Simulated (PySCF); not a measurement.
CH₈AsGa.
Atom-mapped SMILES: `[CH3:1][AsH2+:2][GaH3-:3]` (hydrogens: H4, H5, H6 on C1; H7, H8 on As2; H9, H10, H11 on Ga3)

Method used: PySCF, TDDFT CAM-B3LYP/def2-SVPD, vertical, gas phase, core orbitals frozen in the response. Geometry: PBE0-D3(BJ)/def2-SVP; no solvent, vibrations or thermal averaging. The CAM-B3LYP/def2-SVPD calculation is non-relativistic and has no spin–orbit coupling, an omission that weighs most on arsenic and gallium.

**Question.** What does the calculation give for the low-lying excited states?

**Answer.** 

```tsv
state	E (eV)	λ (nm)	ν̃ (cm⁻¹)	f	main configurations (H = HOMO, L = LUMO)
S1	6.63	186.9	53500	0.0011	H-1/H→L (≥67%), H-1/H→L+1 (≥13%)
S2	6.67	185.9	53800	0.018	H-1/H→L (≥48%), H-1/H→L+1 (≥22%), H-2→L (10%)
S3	6.86	180.8	55320	0.051	H-2→L (80%), H-1/H→L (≥9%)
S4	7.22	171.8	58200	0.035	H-1/H→L+1 (≥60%), H-1/H→L (≥18%)
S5	7.26	170.8	58550	0.018	H-1/H→L+1 (≥41%), H-2→L+1 (34%), H-1/H→L (≥11%)
S6	7.37	168.3	59420	0.055	H-1/H→L+2 (≥49%), H-1/H→L+3 (≥16%), H-2→L+1 (11%)
S7	7.37	168.1	59470	0.010	H-2→L+3 (56%), H-1/H→L+2 (≥31%)
S8	7.41	167.2	59810	0.211	H-1/H→L+2 (≥34%), H-2→L+1 (22%), H-1/H→L (≥16%)
S9	7.47	166.0	60260	0.035	H-1/H→L+3 (≥44%), H-2→L+3 (21%), H-1/H→L+2 (≥18%)
S10	7.61	163.0	61340	0.117	H-1/H→L+3 (≥41%), H-1/H→L+2 (≥34%)
```

Triplets, Tamm–Dancoff:

```
state  E (eV)  λ (nm)         main configurations (H = HOMO, L = LUMO)
   T1    6.09   203.6                                      H-2→L (70%)
   T2    6.24   198.7  H-1/H→L (≥45%), H-2→L+3 (21%), H-1/H→L+1 (≥13%)
   T3    6.34   195.5                 H-1/H→L (≥44%), H-1/H→L+1 (≥24%)
   T4    6.42   193.0                    H-2→L+3 (70%), H-1/H→L (≥13%)
```

The lowest singlet comes at 187 nm (640 kJ/mol) in the vacuum ultraviolet; it is very weak; its leading configuration is HOMO-1/HOMO→LUMO (≥67%). The strongest level in the table is S8 at 7.41 eV (167 nm, f = 0.211). S6/S7 lie within about 0.01 eV of each other. Löwdin shares by element: HOMO (one of a set within 0.03 eV) hydrogen 54% or more, gallium 40%; LUMO arsenic 28%, carbon 14%, gallium 13%, hydrogen 12% or more (atoms not listed hold the other 32%). Of the 10 states listed, 8 reach f = 0.01 and none stays under 0.0005. Weighted by f, the mean energy of these states is 7.36 eV. Orbital energies (eV): HOMO-3 -12.02, HOMO-2 -9.49, HOMO-1 -9.13, HOMO -9.12, LUMO 0.38, LUMO+1 0.91, LUMO+2 1.04. No computed singlet lies in the visible range (380 to 750 nm); the lowest, at 187 nm, stands 3.37 eV above its violet end (3.26 eV). The vertical ionisation energy (ΔSCF) is 10.06 eV, 2.45 eV above S10. Orbitals of the list HOMO-3 to LUMO+2 that lie within 0.01 eV of each other are written together with a slash and their weights summed (≥ marks a lower bound); for degenerate orbitals outside that list single weights are arbitrary. Only the lowest 10 singlets were computed, as vertical energies without vibronic structure.
